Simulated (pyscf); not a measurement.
# H₃Si–PH•, doublet

Gas-phase minimum from PySCF at ωB97X-D3(BJ)/def2-SVP, one conformer. Other isomers of H₃Si–PH• were not searched in full and may lie lower. 

```
Si
H 1 1.4901
H 1 1.4934 2 109.09
H 1 1.4934 2 109.09 3 118.60
P 1 2.2493 2 109.42 4 120.70
H 5 1.4298 1 91.65 2 179.95
```
Charge 0, spin multiplicity 2.

Properties at ωB97X-D3(BJ)/def2-SVP:

```
Property                                                                                                                                                                            Result
---------------------------------------------------------------------------------------------------------------------  -------------------------------------------------------------------
Harmonic wavenumbers, unscaled                                                                                         196, 472, 497, 512, 790, 918, 952, 955, 2241, 2244, 2265, 2424 cm⁻¹
Zero-point energy                                                                                                                                                            20.7 kcal/mol
Rotational symmetry number                                                                                                                                                               1
Entropy of this conformer at 298 K and 1 atm, rigid rotor and harmonic oscillator, modes under 100 cm⁻¹ raised to 100                                                      280.6 J/(mol K)
Dipole moment                                                                                                                                                                       0.82 D
Spin expectation value S2                                                                                                                                                            0.754
```

Single-point totals, which compare only within one level (frozen core for MP2 and CC):

```
level                   total energy (hartree)
----------------------  ----------------------
ωB97X-D3(BJ)/def2-TZVP              -633.27335
PBE/def2-TZVP                       -632.90734
r²SCAN/def2-TZVP                    -633.17076
B3LYP-D3(BJ)/def2-TZVP              -633.27950
PBE0-D3(BJ)/def2-TZVP               -632.97402
M06-2X/def2-TZVP                    -633.17263
ωB97M-D3(BJ)/def2-TZVP              -633.30648
UHF/def2-TZVPP                      -631.99805
MP2/def2-TZVPP                      -632.25750
CCSD/def2-TZVPP                     -632.30331
CCSD(T)/def2-TZVPP                  -632.31457
```

Soft torsions are taken as harmonic, which can shift the entropy by several J/(mol K). The CCSD(T) − MP2 part came from Ansatz, without density fitting, on the same reference.
